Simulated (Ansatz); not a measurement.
Geometry optimisation, RKS LDA/STO-3G in Ansatz 0.2.0.

Input:

```yaml
crystal:
  periodic: [false, false, false]
  atoms:
    - { symbol: C, position_ang: [-1.7681, -0.2535, 0.8792] }
    - { symbol: B, position_ang: [-0.3189, -0.4977, 1.2916] }
    - { symbol: Si, position_ang: [1.017, -0.7815, -0.071] }
    - { symbol: Si, position_ang: [1.2972, 1.0363, -1.3593] }
    - { symbol: Cl, position_ang: [-0.5313, 1.2517, -2.4887] }
    - { symbol: H, position_ang: [-2.1962, -1.0346, 0.251] }
    - { symbol: H, position_ang: [-1.8377, 0.7328, 0.2834] }
    - { symbol: H, position_ang: [-2.4077, -0.0865, 1.7681] }
    - { symbol: H, position_ang: [-0.0208, -0.5332, 2.4783] }
    - { symbol: H, position_ang: [2.341, -1.0304, 0.6283] }
    - { symbol: H, position_ang: [0.6777, -1.944, -0.8618] }
    - { symbol: H, position_ang: [2.3807, 0.8669, -2.2543] }
    - { symbol: H, position_ang: [1.3876, 2.239, -0.5301] }
basis:
  gaussian: { orbitals: STO-3G }
hamiltonian:
  xc: lda
relax:
  f_tol: 0.02
  max_steps: 50
```

Command:

```bash
$ ansatz run input.yaml --threads 1 --pin off --max-ram 2048MiB --backend cpu --events-out ev --progress --plain --runs-dir out
```

Where does it end, and by what steps?

The forces met the threshold. Limits of this set-up: minimal basis. After 18 steps the energy has fallen by 0.402 eV; Cl5 moved furthest, 0.98 Å.

```
step  energy less start (eV)  largest force component (eV/Å)  accepted
   0                  0.0000                           2.336       yes
   1                 -0.2671                           0.586       yes
   2                 -0.3177                           0.154       yes
   3                 -0.3240                           0.128       yes
   4                 -0.3321                           0.118       yes
   5                 -0.3548                           0.365       yes
   6                 -0.3641                           0.477       yes
   7                 -0.3788                           0.212       yes
   8                 -0.3881                           0.059       yes
   9                 -0.3846                           0.198        no
  10                 -0.3889                           0.195       yes
  11                 -0.3968                           0.056       yes
  12                 -0.3974                           0.172       yes
  13                 -0.3999                           0.095       yes
  14                 -0.4013                           0.025       yes
  15                 -0.4019                           0.037       yes
  16                 -0.4020                           0.039       yes
  17                 -0.4021                           0.021       yes
  18                 -0.4021                           0.010       yes
```

```xyz
13
Properties=species:S:1:pos:R:3
C -1.790 -0.343 0.748
B -0.357 -0.436 1.316
Si 1.100 -0.832 0.090
Si 1.249 0.979 -1.245
Cl -0.684 1.734 -1.647
H -2.068 -1.209 0.124
H -1.753 0.512 0.024
H -2.585 -0.149 1.481
H -0.130 -0.117 2.428
H 2.413 -1.019 0.679
H 0.832 -1.958 -0.786
H 1.826 0.713 -2.554
H 1.967 2.091 -0.644
```

Whether the end is a true minimum wasn't checked by a vibrational analysis.

Run time: 50 s on 1 thread of Arm Neoverse V1 (shared host), peak memory 0.15 GiB.
